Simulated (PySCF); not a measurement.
Spin-orbit coupling and the second ionisation energy along group 14

Two-component X2C-1e calculated with PySCF 2.14: MP2 on generalised Hartree-Fock spinors (GMP2), with spin-orbit coupling off and on (screened by Boettger's factors); no Breit or QED terms. Values in eV; the references (NIST) lie between the lowest levels. Elements whose determinants are no pure J levels are left out.

```json
{"element": "C (x2c-TZVPPall-2c, 1s2 frozen)", "configurations": "[He] 2s2 2p1 → [He] 2s2", "spin-free": "24.361", "with spin-orbit": "24.366", "shift": "0.005", "reference": "24.383"}
{"element": "Si (x2c-TZVPPall-2c, [Ne] frozen)", "configurations": "[Ne] 3s2 3p1 → [Ne] 3s2", "spin-free": "16.073", "with spin-orbit": "16.096", "shift": "0.023", "reference": "16.346"}
{"element": "Sn (x2c-TZVPPall-2c, [Ar] 3d10 frozen)", "configurations": "[Kr] 4d10 5s2 5p1 → [Kr] 4d10 5s2", "spin-free": "14.043", "with spin-orbit": "14.412", "shift": "0.368", "reference": "14.633"}
{"element": "Pb (x2c-TZVPPall-2c, [Kr] 4d10 4f14 frozen)", "configurations": "[Xe] 4f14 5d10 6s2 6p1 → [Xe] 4f14 5d10 6s2", "spin-free": "13.520", "with spin-orbit": "14.784", "shift": "1.264", "reference": "15.032"}
```

Question: Estimate the missing row, Ge (x2c-TZVPPall-2c, [Ne] frozen).

Answer: The calculation gives spin-free 15.571; with spin-orbit 15.719; shift 0.148. The reference value is 15.935.

The largest shift is at Pb, 1.264 eV, where spin-orbit coupling lowers the species with more electrons by more than the one with fewer (starting occupations 6p1/2^1 and closed).

What remains against the references is mostly the basis and correlation beyond MP2.
